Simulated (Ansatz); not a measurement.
Input file for Ansatz (a program for electronic structure): R-CCSD(T)/aug-cc-pVDZ on H2 (SMILES [H][H]) with ghost functions, monomers drawn apart or pushed together.

Ansatz 0.2 input:
```yaml
crystal:
  periodic: [false, false, false]
  atoms:
    - {symbol: H, position_ang: [0.55900518, 0.08223895, 2.52045986]}
    - {symbol: H, position_ang: [-0.18558830, 0.04384401, 2.55333740]}
basis:
  gaussian:
    orbitals: aug-cc-pVDZ
    ghost_atoms:
      - {symbol: F, position_ang: [0.06905009, 0.09156726, -0.12665757]}
      - {symbol: H, position_ang: [0.10900559, 0.08216204, 0.79901166]}
magnetization: {spin_polarized: false}
correlation: {method: ccsd_t, electrons: outside_noble_gas}
scf: {lower_state_search: off}
```

Output:

```
WARN ansatz: RAYON_NUM_THREADS=2 ignored (pool sized by the plan → 2); use --threads N
Functional definition: HF
these checks for a lower state are left out or cut short: stability, starts, cluster_reference, orbital_swaps, neighbouring_geometries, increment
integrals: 0.01 GiB planned
378 factors; integrals over basis functions are off by at most 9.6e-4 eV
mean field: 0.05 GiB planned
mean field evaluation 1: about -30.6300 eV, gradient 3.7e0 eV
mean field evaluation 2: about -30.6291 eV, gradient 3.7e0 eV
mean field evaluation 4: about -30.7225 eV, gradient 6.2e-2 eV
mean field evaluation 8: about -30.7225 eV, gradient 1.0e-7 eV
mean field -30.72246713 eV, -1.1290298426 hartree, gradient 1.5e-7 eV, S^2 0.000000; 0 other end points of the search recorded, 0 dependent functions left out
reference -30.72246713 eV, -1.1290298426 hartree; 1, 1 occupied and 49, 49 virtual orbitals, 378 factors
second order -0.74868429 eV of doubles, -0.00000000 eV of singles
coupled cluster: 0.08 GiB planned
cycle   1  -0.91382922 eV  change   -1.7e-1 eV  update   2.6e-2
cycle   2  -0.98064883 eV  change   -6.7e-2 eV  update   9.1e-3
cycle   3  -0.98165654 eV  change   -1.0e-3 eV  update   1.2e-3
cycle   4  -0.98174026 eV  change   -8.4e-5 eV  update   1.8e-4
cycle   5  -0.98171634 eV  change    2.4e-5 eV  update   3.8e-5
cycle   6  -0.98170871 eV  change    7.6e-6 eV  update   8.6e-6
cycle   7  -0.98171000 eV  change   -1.3e-6 eV  update   2.1e-6
perturbative correction -0.00000000 eV, -0.0000000000 hartree
Total energy: -31.70417713 eV, -1.1651070196 hartree
Checks for a lower state left out: stability, starts, cluster_reference, orbital_swaps, neighbouring_geometries, increment
```

Self-consistency was reached.

Cost: about 0.15 core-seconds (a rough figure).
